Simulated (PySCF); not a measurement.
Isomers of C7H13NSi, one GFN2-xTB conformer each. Single-point energies are computed at PBE0/pcSseg-1 (PySCF, gas phase, no added dispersion term), electronic only.

| SMILES | GFN2-xTB relative energy (kcal/mol) |
| --- | --- |
| C=C(C)[Si]1(N)CC=CC1 | 0.0 |
| [H]/N=C\C(C)(C)[SiH2]C#CC | 22.0 |

Conformers: `[CH2:1]=[C:2]([CH3:3])[Si:4]1([NH2:5])[CH2:6][CH:7]=[CH:8][CH2:9]1` with C1–C2–Si4–N5 10°, C2–Si4–N5–H -174° and 49°; `[H]/[N:9]=[CH:8]\[C:5]([SiH2:4][C:3]#[C:2][CH3:1])([CH3:6])[CH3:7]` with C3–Si4–C5–C6 62°, Si4–C5–C8–N9 -99°.

Q: What does PBE0/pcSseg-1 give for the same structures?

A: 
```json
{"SMILES": "C=C(C)[Si]1(N)CC=CC1", "PBE0/pcSseg-1 E (Eh)": "-618.25121", "PBE0/pcSseg-1 (kcal/mol)": "0.0", "GFN2-xTB (kcal/mol)": "0.0", "point group": "C1"}
{"SMILES": "[H]/N=C\\C(C)(C)[SiH2]C#CC", "PBE0/pcSseg-1 E (Eh)": "-618.17357", "PBE0/pcSseg-1 (kcal/mol)": "48.7", "GFN2-xTB (kcal/mol)": "22.0", "point group": "C1"}
```

Both levels put the same isomer lowest. As drawn, the lower has a C=C bond outside aromatic rings, which the higher lacks; the higher has a C≡C bond and a C=N bond, which the lower lacks.

Q: Which frontier levels, dipoles and rotational constants go with these structures?

A: 
```tsv
SMILES	HOMO (eV, PBE0/pcSseg-1)	LUMO (eV)	dipole (D)	A, B, C (MHz)
C=C(C)[Si]1(N)CC=CC1	-6.89	0.07	0.98	2065, 1074, 907.3
[H]/N=C\C(C)(C)[SiH2]C#CC	-7.08	-0.28	4.09	2865, 651.0, 618.5
```
